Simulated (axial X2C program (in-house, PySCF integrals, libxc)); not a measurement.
## Potential curves of CoP⁺, with spin–orbit coupling

Calculated with an in-house relativistic program for diatomic molecules. Two-component (2c) means X2C with spin–orbit coupling and atomic mean-field two-electron Coulomb and Gaunt terms. Basis: Co dyall-cv3z [9s10p6d3f2g], P dyall-v3z [8s7p2d1f] (cores contracted in-house); Gaussian nuclei, density fitting, unrestricted open shells. Masses: Co 58.933 u, P 30.974 u.

State: Ω = 5/2 (⟨Sz⟩ = 0.50, ⟨Lz⟩ = 2.00 at M06). Energies in eV from the fragments at the same level (Co+ + P). Fits are polynomials in 1 − R0/R over 0.85 to 1.23 times the lowest point R0.

```tsv
R (Å)	M06
1.9374	-2.2199
2.0013	-2.3402
2.0651	-2.3863
2.1290	-2.3752
2.2035	-2.3078
2.2780	-2.1974
2.3738	-2.0130
```

The state is one determinant whose occupation by symmetry is held fixed; it was picked as the lowest of a PBE0 search that is not exhaustive. Dissociation energies refer to the lowest single-determinant-based atoms at the same level and basis. Density functionals use the spin component along the axis (collinear). Other states lie close and PBE0, whose exact exchange favours high spin, may order them wrongly; the determinant shown need not be the ground state. The nearest other 2c determinant of the search, Ω = 3/2, lies 0.12 eV up at the distance of the search. The functionals have no current-density term, which raises determinants with orbital currents, atoms included. The determinant is spin-polarised beyond a pure state at some levels (its spin-free form has ⟨S²⟩ too high), which makes Re and μ there less reliable.

(1) Fit the M06 curve near its minimum: give the equilibrium distance, the harmonic wavenumber and the well depth.

Results:

(1) At M06, 2c: Re = 2.083 Å, ωe ≈ 417 cm⁻¹, De = 2.39 eV to Co+ + P; Be follows as 0.191 cm⁻¹.
